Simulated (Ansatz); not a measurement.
Ansatz (a first-principles code) input (B3LYP-D3(BJ)/def2-TZVP):

Ansatz 0.2 input:
```yaml
crystal:
  periodic: [false, false, false]
  atoms:
    - {symbol: Se, position_ang: [0.51365885, -0.31863081, 0.25994001]}
    - {symbol: F, position_ang: [0.63328860, 1.06614643, -0.72133896]}
    - {symbol: F, position_ang: [-0.64502921, -1.09873462, -0.71160657]}
    - {symbol: H, position_ang: [-0.50317113, 0.28575198, 1.13539601]}
basis:
  gaussian:
    orbitals: def2-TZVP
hamiltonian:
  xc: b3lyp
  dispersion: d3bj
total_charge: 1
relax: {f_tol: 0.002, max_steps: 150}
```

End of the output:

```
integrals: 0.03 GiB planned
765 factors; their error is unknown
mean field: 0.36 GiB planned
mean field -70792.76935696 eV, -2601.5862888057 hartree, gradient 2.4e-5 eV, S^2 0.000000; 0 other end points of the search recorded, 0 dependent functions left out
the calculation of the forces begins
reference -70792.76952806 eV, -2601.5862950937 hartree; 26, 26 occupied and 90, 90 virtual orbitals, 765 factors
relax step   3: F+E_penalty+E_count = -70792.85286000 eV  Δ(F+E_penalty+E_count) = -4.205e-3 eV  max|allowed force component| = 1.607e-1 eV/Å  Δτ_max = 0.0183 Å  (31 SCF iters, accepted)
these checks for a lower state are left out or cut short: starts, cluster_reference, orbital_swaps, neighbouring_geometries, increment
integrals: 0.03 GiB planned
765 factors; their error is unknown
mean field: 0.36 GiB planned
mean field evaluation 32: about -70792.4326 eV, gradient 2.3e-3 eV
mean field -70792.77058127 eV, -2601.5863337982 hartree, gradient 1.2e-5 eV, S^2 0.000000; 0 other end points of the search recorded, 0 dependent functions left out
the calculation of the forces begins
reference -70792.77075237 eV, -2601.5863400860 hartree; 26, 26 occupied and 90, 90 virtual orbitals, 765 factors
relax step   4: F+E_penalty+E_count = -70792.85405440 eV  Δ(F+E_penalty+E_count) = -1.194e-3 eV  max|allowed force component| = 1.522e-2 eV/Å  Δτ_max = 0.0073 Å  (31 SCF iters, accepted)
these checks for a lower state are left out or cut short: starts, cluster_reference, orbital_swaps, neighbouring_geometries, increment
integrals: 0.03 GiB planned
765 factors; their error is unknown
mean field: 0.36 GiB planned
mean field -70792.77059394 eV, -2601.5863342639 hartree, gradient 8.1e-6 eV, S^2 0.000000; 0 other end points of the search recorded, 0 dependent functions left out
the calculation of the forces begins
reference -70792.77076505 eV, -2601.5863405520 hartree; 26, 26 occupied and 90, 90 virtual orbitals, 765 factors
relax step   5: F+E_penalty+E_count = -70792.85406794 eV  Δ(F+E_penalty+E_count) = -1.354e-5 eV  max|allowed force component| = 4.056e-3 eV/Å  Δτ_max = 0.0006 Å  (33 SCF iters, accepted)
these checks for a lower state are left out or cut short: starts, cluster_reference, orbital_swaps, neighbouring_geometries, increment
integrals: 0.03 GiB planned
765 factors; their error is unknown
mean field: 0.36 GiB planned
mean field -70792.77059562 eV, -2601.5863343258 hartree, gradient 1.1e-5 eV, S^2 0.000000; 0 other end points of the search recorded, 0 dependent functions left out
the calculation of the forces begins
reference -70792.77076673 eV, -2601.5863406140 hartree; 26, 26 occupied and 90, 90 virtual orbitals, 765 factors
relax step   6: F+E_penalty+E_count = -70792.85407102 eV  Δ(F+E_penalty+E_count) = -3.077e-6 eV  max|allowed force component| = 6.376e-4 eV/Å  Δτ_max = 0.0005 Å  (33 SCF iters, accepted)
integrals: 0.03 GiB planned
765 factors; their error is unknown
mean field: 0.36 GiB planned
mean field evaluation 64: about -70792.4331 eV, gradient 2.6e-1 eV
mean field -70792.77059562 eV, -2601.5863343258 hartree, gradient 7.8e-6 eV, S^2 0.000000; 1 other end points of the search recorded, 0 dependent functions left out
the calculation of the forces begins
reference -70792.77076673 eV, -2601.5863406140 hartree; 26, 26 occupied and 90, 90 virtual orbitals, 765 factors
Total energy: -70792.85424213 eV, -2601.5894082783 hartree
Atom 0 at     0.499451    -0.310421     0.222691 Å, force    -0.000637     0.000372    -0.000282 eV/Å
Atom 1 at     0.656287     1.078559    -0.713942 Å, force    -0.000077    -0.000581     0.000136 eV/Å
Atom 2 at    -0.644750    -1.124788    -0.703998 Å, force     0.000474     0.000349     0.000131 eV/Å
Atom 3 at    -0.512241     0.291184     1.157639 Å, force     0.000240    -0.000140     0.000014 eV/Å
Dipole moment:     0.088755    -0.049620     0.617838 e Å
```

It need not be the lowest isomer of its formula.
